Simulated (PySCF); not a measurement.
Two species compared at the same levels of theory.

First species: C5H7F5O2.
Cartesian coordinates in Å at the GFN2-xTB level; atoms count from 1:
```
atom  x, y, z in Å
C1     2.097   -1.040    0.725
C2     1.023   -1.101   -0.354
C3    -0.042   -0.035   -0.132
O4    -1.094   -0.148   -1.091
C5    -2.262   -0.640   -0.661
F6    -2.766    0.037    0.395
F7    -2.138   -1.919   -0.217
O8     0.573    1.229   -0.325
C9    -0.083    2.296    0.113
F10   -1.265    2.506   -0.476
F11   -0.338    2.251    1.433
F12    0.658    3.375   -0.101
H13    2.584   -0.069    0.716
H14    1.664   -1.206    1.709
H15    2.844   -1.806    0.544
H16    1.457   -0.935   -1.339
H17    0.527   -2.073   -0.347
H18   -0.457   -0.094    0.885
H19   -2.990   -0.619   -1.484
```

Second species: C8H9N3.
SMILES: `Cc1cccc2c1nnn2C`

Levels: PBE0/pcSseg-1 for HOMO energy, LUMO energy and HOMO–LUMO gap. Geometries: GFN2-xTB. Each species is one conformer at its optimised geometry, gas phase, non-relativistic unless stated. Electronic properties by PySCF.

```json
{"property": "HOMO energy", "column X": "-9.53 eV", "column Y": "-6.74 eV"}
{"property": "LUMO energy", "column X": "1.43 eV", "column Y": "-1.09 eV"}
{"property": "HOMO–LUMO gap", "column X": "10.96 eV", "column Y": "5.65 eV"}
```

**Question.** Which column belongs to which species?

**Answer.** Column X is the first species and column Y the second. The first has 19 atoms and 98 electrons, the second 20 and 78.

**Question.** How does each property change from the first species to the second?

**Answer.** HOMO energy +2.79 eV; LUMO energy -2.52 eV; HOMO–LUMO gap -5.31 eV.

On the second:  GFN2-xTB frequencies show an imaginary mode (37i cm⁻¹), so this geometry is no minimum at that level.
